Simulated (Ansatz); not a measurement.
`[CH3][SnH2][AlH2]` and `[CH3][SnH2][GaH2]` differ in one atom or group.

Ansatz, PBE0-D4/def2-TZVP geometries, multiplicity 1. 

Elements past krypton have def2 core potentials. Scalar relativity is left out up to krypton.

```tsv
property	`[CH3][SnH2][AlH2]`
ideal-gas entropy at 298 K and 1 bar (rigid rotor, harmonic PBE0-D4/def2-TZVP) / J/(mol·K)	368
zero-point energy (PBE0-D4/def2-TZVP) / kJ/mol	164.2
size of the dipole moment (B3LYP/def2-TZVPP) / D	0.73
HOMO–LUMO gap (PBE0/def2-TZVPP) / eV	5.03
LUMO energy (ωB97M-V/def2-TZVPP) / eV	-0.52
HOMO–LUMO gap (ωB97M-V/def2-TZVPP) / eV	8.59
```

Problem. Give the same properties after the change, and the shifts. (Estimate.)

Solution. Ansatz gave: 
| property | `[CH3][SnH2][GaH2]` | shift |
| --- | --- | --- |
| ideal-gas entropy at 298 K and 1 bar (rigid rotor, harmonic PBE0-D4/def2-TZVP) / J/(mol·K) | 380 | 12 |
| zero-point energy (PBE0-D4/def2-TZVP) / kJ/mol | 164.0 | -0.2 |
| size of the dipole moment (B3LYP/def2-TZVPP) / D | 0.70 | -0.03 |
| HOMO–LUMO gap (PBE0/def2-TZVPP) / eV | 5.02 | -0.01 |
| LUMO energy (ωB97M-V/def2-TZVPP) / eV | -0.45 | 0.07 |
| HOMO–LUMO gap (ωB97M-V/def2-TZVPP) / eV | 8.69 | 0.10 |

Dipoles are sizes alone; their direction can turn. Modes under 60 cm⁻¹, often nearly free rotors, make the harmonic entropy too high.

B3LYP here is the variant with VWN-RPA as its local correlation; programs differ in this.
